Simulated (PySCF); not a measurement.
# BeC: mean field, correlation and small terms against distance

State: ³Σ⁻, triplet, unpaired electrons π ↑↑. ROHF-based CCSD(T) in PySCF 2.14 with Be cc-pVTZ, C cc-pVTZ and Be cc-pVQZ, C cc-pVQZ (frozen core orbitals: 2; no relativity). Correlation energies are extrapolated as n⁻³ (n = 3, 4), Hartree–Fock as (n+1)·exp(−9√n). CV is the change on freezing 0 orbitals instead, in Be cc-pCVTZ, C cc-pwCVTZ. SR is the spin-free X2C energy in Be cc-pVTZ-DK, C cc-pVTZ-DK less the non-relativistic one in Be cc-pVTZ, C cc-pVTZ. All energies in eV from Be + C.

| R (Å) | HF/CBS | CCSD corr. | (T) | CV | SR | total |
| --- | --- | --- | --- | --- | --- | --- |
| 1.4812 | 0.103 | -1.465 | -0.3848 | -0.0520 | 0.0052 | -1.793 |
| 1.5485 | -0.129 | -1.496 | -0.3697 | -0.0414 | 0.0053 | -2.031 |
| 1.6158 | -0.248 | -1.516 | -0.3492 | -0.0324 | 0.0053 | -2.140 |
| 1.6831 | -0.295 | -1.512 | -0.3285 | -0.0248 | 0.0051 | -2.155 |
| 1.7505 | -0.300 | -1.480 | -0.3106 | -0.0184 | 0.0049 | -2.104 |
| 1.8346 | -0.274 | -1.404 | -0.2929 | -0.0119 | 0.0045 | -1.978 |
| 1.9188 | -0.231 | -1.294 | -0.2780 | -0.0068 | 0.0040 | -1.806 |

A fit to the total gives Re = 1.6624 Å, De = 2.159 eV, ωe = 926.0 cm⁻¹, Be = 1.185 cm⁻¹ (masses 9.0122 and 12.0000 u).

Problem. At R = 1.6831 Å the CCSD correlation energy is -0.191178 hartree in the smaller basis and -0.196492 in the larger. Extrapolate it.

Solution. (4³·E4 − 3³·E3)/(4³ − 3³) = -0.20037 hartree; the larger basis holds 98.1 % of it.

The T1 diagnostic is 0.152, large enough to doubt a single reference. The state was picked by a PBE0 search and need not be the measured ground state. Spin–orbit coupling, excitations beyond (T) and corrections to the Born–Oppenheimer picture are left out.
